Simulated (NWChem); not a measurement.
System: CH$_{4}$Cl$_{2}$SSi; SMILES S[Si](Cl)(C)Cl

Here is an NWChem input.

```
start job
memory heap 200 mb stack 900 mb global 1100 mb
geometry units angstroms noautosym nocenter noautoz
  C      0.008637    -0.124759    -2.114045
  Si     0.001522    -0.023407    -0.261598
  S      0.663853     1.847628     0.517808
  Cl    -1.920369    -0.229040     0.448841
  Cl     1.153957    -1.572871     0.475386
  H      1.034729    -0.030580    -2.501340
  H     -0.397811    -1.094233    -2.440042
  H     -0.606345     0.682753    -2.538299
  H      1.905908     1.726896    -0.004850
end
basis spherical
  * library cc-pvtz
end
dft
  xc b3lyp
  iterations 150
  semidirect filesize 400000000
end
property
  efieldgrad
end
task dft property
```

Structure relaxed at the PBE0/def2-SVP level.

Vzz is the largest principal value of the second derivative of the potential at the nucleus (NWChem prints the opposite sign); η is the asymmetry. Non-relativistic.

Atoms are numbered as in the input.

Problem. Give the results of this calculation. (B3LYP/cc-pVTZ.) Quantities: Vzz S3 (a.u.); η S3; Vzz Cl4 (a.u.); η Cl4; Vzz Cl5 (a.u.); η Cl5.

Solution. 
```json
{
  "Vzz S3 (a.u.)": "-2.030",
  "η S3": "0.73",
  "Vzz Cl4 (a.u.)": "2.035",
  "η Cl4": "0.04",
  "Vzz Cl5 (a.u.)": "2.000",
  "η Cl5": "0.09"
}
```
